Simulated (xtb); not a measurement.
xtb input (GFN2-xTB):

```bash
xtb mol.xyz --gfn 2 --ohess tight --chrg -1 --uhf 0
```
mol.xyz:
```
13

Si    -1.95626065     0.25803125     0.23803404
C     -0.20728562     0.00617192     0.03689728
C      0.76839003     0.51790835     0.83834541
C      2.12241430     0.19137006     0.35569818
C      2.01299007    -0.65831446    -0.83863243
C      0.49319006    -0.72658441    -1.05366907
H     -2.72748640    -1.04523557     0.45053010
H     -2.71375126     0.87515189    -0.89718028
H     -2.33551149     1.10116951     1.41396646
H      0.62397313     1.18004119     1.67139389
H      2.98778461     0.46717414     0.79359424
H      0.24823143    -0.37090395    -2.05713124
H      0.24061955    -1.81156358    -1.01433273
```

End of the output:

```
   ------------------------------------------------------------------------

         :::::::::::::::::::::::::::::::::::::::::::::::::::::
         ::                  THERMODYNAMIC                  ::
         :::::::::::::::::::::::::::::::::::::::::::::::::::::
         :: total free energy         -16.013387288106 Eh   ::
         ::.................................................::
         :: total energy              -16.071726949193 Eh   ::
         :: zero point energy           0.089242721141 Eh   ::
         :: G(RRHO) w/o ZPVE           -0.030903060054 Eh   ::
         :: G(RRHO) contrib.            0.058339661086 Eh   ::
         :::::::::::::::::::::::::::::::::::::::::::::::::::::

optimized geometry written to: xtbopt.xyz

           -------------------------------------------------
Note: The following floating-point exceptions are signalling: IEEE_UNDERFLOW_FLAG IEEE_DENORMAL
normal termination of xtb
          | TOTAL ENERGY              -16.071726949193 Eh   |
          | TOTAL ENTHALPY            -15.974559820963 Eh   |
          | TOTAL FREE ENERGY         -16.013387288106 Eh   |
          | GRADIENT NORM               0.000213297177 Eh/α |
          | HOMO-LUMO GAP               1.739132946981 eV   |
           -------------------------------------------------

------------------------------------------------------------------------
------------------------------------------------------------------------
 total:
 SCF:
 ANC optimizer:
 analytical hessian:
```

It need not be the lowest isomer of its formula. Whether it binds its extra electron was not tested at this geometry.
